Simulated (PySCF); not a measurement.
# B: excitation energy

B [He] 2s2 2p1 (2P) → B [He] 2s2 3d1 (2D), as a difference of total energies. Calculation: PySCF 2.14, in dyall-av3z (15s9p3d2f, 71 functions); the non-relativistic Hamiltonian (point nucleus). Correlated levels: valence: 1s2 frozen; virtual orbitals above 40 to 60 times the deepest correlated orbital energy dropped. The calculations carry no spin-orbit coupling.

```tsv
method	excitation energy (cm⁻¹)
UHF	62831
LDA	61801
PBE	60759
PBE0	61907
r2SCAN	63615
wB97M-V	63065
M06	60224
B3LYP	62022
HSE06	61753
MP2 (valence)	63204
SCS-MP2 (valence)	63099
```

Errors of the correlated levels include the incompleteness of this basis and the frozen core.

The promoted electron is Rydberg-like, and one or two diffuse shells describe it only roughly, which tends to raise the upper state.

In the upper state the promoted electron has a positive orbital energy at LDA, PBE, PBE0, r2SCAN, M06, B3LYP, HSE06, so the basis confines it.

Which method comes closest to the reference value, and which is furthest?

The reference is 54758 cm⁻¹ (measured; NIST levels, between the centres of gravity of the two terms). Closest: M06 (error 5466.7 cm⁻¹); furthest: r2SCAN (error 8857.8 cm⁻¹).
